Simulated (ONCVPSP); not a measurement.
## u(r) = r·R(r): atom against pseudo-atom (Ca)

Columns: radius, all-electron u(r) and pseudo u(r) of the 3s shell (level -44.44 eV) of calcium in the configuration [Ne] 3s2 3p6 3d1 4s1; LDA (Perdew-Zunger), scalar-relativistic, ONCV scheme, ONCVPSP 4.0.1.

```
r (bohr)  all-electron  pseudo
   0.152       -0.3015  0.1327
   0.305       -0.4710  0.2957
   0.458        0.0242  0.4936
   0.610        0.5402  0.6986
   0.762        0.8702  0.8689
   0.915        1.0115  0.9688
   1.068        1.0165  0.9841
   1.220        0.9430  0.9284
   1.372        0.8325  0.8284
   1.525        0.7104  0.7098
   1.678        0.5921  0.5920
   1.830        0.4859  0.4858
   1.982        0.3937  0.3937
   2.135        0.3155  0.3155
   2.288        0.2509  0.2509
   2.440        0.1986  0.1986
   2.592        0.1565  0.1565
   2.745        0.1226  0.1226
   2.898        0.0958  0.0958
   3.050        0.0748  0.0747
   3.202        0.0582  0.0582
   3.355        0.0452  0.0451
   3.508        0.0350  0.0350
   3.660        0.0271  0.0271
   3.812        0.0210  0.0210
   3.965        0.0162  0.0162
```

Task: How many radial nodes do the two functions have?

Result: The all-electron 3s function has n − l − 1 = 2 (the table is too coarse to show those close to the nucleus); the pseudo-wave has 0, since the states of the same l below it are removed with the core.

Task: At about which radius was the pseudo-wave matched?

Result: 1.75 bohr, where the columns begin to agree (steps of 0.15 bohr).

Task: Is the pseudo-wave norm-conserving?

Result: Yes: the ONCV scheme keeps the norm inside the radius equal to the all-electron one, which fixes the energy derivative of the logarithmic derivative at the level.
